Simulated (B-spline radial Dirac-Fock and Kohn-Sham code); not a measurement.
## X-ray form factors of rhenium in several charge states

These are calculated numbers from a B-spline atomic structure program; the model is configuration-average Dirac-Fock orbitals.

Configurations: Re⁶³⁺ [Ne] 3s2; Re⁶⁴⁺ [Ne] 3s1; Re⁶⁵⁺ [He] 2s2 2p6; Re⁶⁸⁺ [He] 2s2 2p3. The first column is f₀ of Re⁶³⁺, the others are differences from it.

```csv
s (Å⁻¹),Re⁶³⁺,Δ Re⁶⁴⁺,Δ Re⁶⁵⁺,Δ Re⁶⁸⁺
0,12.000,-1.000,-2.000,-5.000
0.05,11.998,-0.999,-1.999,-4.998
0.1,11.991,-0.997,-1.995,-4.993
0.15,11.980,-0.994,-1.988,-4.985
0.2,11.965,-0.989,-1.978,-4.973
0.25,11.945,-0.983,-1.966,-4.958
0.3,11.921,-0.975,-1.951,-4.940
0.35,11.892,-0.967,-1.934,-4.919
0.4,11.860,-0.957,-1.914,-4.894
0.45,11.823,-0.946,-1.892,-4.866
0.5,11.782,-0.933,-1.867,-4.836
0.6,11.689,-0.905,-1.811,-4.766
0.7,11.581,-0.873,-1.747,-4.686
0.8,11.460,-0.837,-1.676,-4.596
0.9,11.325,-0.797,-1.598,-4.497
1,11.179,-0.755,-1.514,-4.390
1.1,11.023,-0.711,-1.426,-4.277
1.2,10.858,-0.665,-1.335,-4.159
1.4,10.505,-0.571,-1.146,-3.910
1.6,10.130,-0.476,-0.957,-3.652
```
